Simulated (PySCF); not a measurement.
**Spin-rotation constants: `F[C@H](Br)C1=CC1`, C$_{4}$H$_{4}$BrF**

Molfile (atoms numbered from 1):
```
C4H4BrF
     RDKit          3D

 10 10  0  0  0  0  0  0  0  0999 V2000
    1.9445   -1.3555    0.3470 F   0  0  0  0  0  0  0  0  0  0  0  0
    1.4270   -0.1663   -0.0088 C   0  0  2  0  0  0  0  0  0  0  0  0
    2.0202    1.2133    1.2671 Br  0  0  0  0  0  0  0  0  0  0  0  0
   -0.0331   -0.1854   -0.0281 C   0  0  0  0  0  0  0  0  0  0  0  0
   -1.1583   -0.7877    0.2102 C   0  0  0  0  0  0  0  0  0  0  0  0
   -1.2624    0.6015   -0.3480 C   0  0  0  0  0  0  0  0  0  0  0  0
    1.8555    0.1548   -0.9699 H   0  0  0  0  0  0  0  0  0  0  0  0
   -1.6969   -1.6555    0.5796 H   0  0  0  0  0  0  0  0  0  0  0  0
   -1.5509    1.4332    0.3143 H   0  0  0  0  0  0  0  0  0  0  0  0
   -1.5578    0.7523   -1.3984 H   0  0  0  0  0  0  0  0  0  0  0  0
  1  2  1  0
  2  3  1  0
  2  4  1  0
  4  5  2  0
  5  6  1  0
  6  4  1  0
  2  7  1  6
  5  8  1  0
  6  9  1  0
  6 10  1  0
M  END
```

The calculation used PySCF 2.14.0, GIAO HF/pcSseg-1 magnetisability, rotational g tensor and spin-rotation constants, non-relativistic, gas phase. Geometry: PBE0-D3(BJ)/def2-SVP.

The calculation is non-relativistic, which matters for the atoms heavier than Zn.

Give the nuclear spin-rotation constants along the inertial axes (H = +C I·J) beside the isotropic shieldings.

Rotational constants 3.9474, 1.4941, 1.1584 GHz. A star marks the isotopologue with that one atom substituted, in its own axes.
```
atom  isotope  Caa (kHz)  Cbb (kHz)  Ccc (kHz)  mean (kHz)  σ (ppm)
  F1      19F      1.278      0.797      0.913       0.996    375.6
 Br3     79Br      3.643      2.101      2.332       2.692   2175.7
  H7       1H     -0.341     -0.148      0.080      -0.136     25.0
  H8       1H     -0.154     -0.090     -0.002      -0.082     23.9
  H9       1H     -0.373      0.003     -0.112      -0.160     30.1
 H10       1H     -0.275     -0.142     -0.028      -0.148     30.1
  C2     13C*      1.015      0.291      0.296       0.534    103.6
  C4     13C*      1.048      0.671      0.208       0.642     65.1
  C5     13C*      0.823      0.573      0.298       0.565     72.9
  C6     13C*      0.445      0.225      0.095       0.255    184.4
```
For the geometry as given, no vibrational averaging.

How do the rotational constants and the g tensor change when H7, H8, H9, H10 are replaced by deuterium?

Constants 3.5777, 1.3750, 1.0823 GHz; g -0.0271, -0.0050, -0.0064, against -0.0292, -0.0055, -0.0068 before.
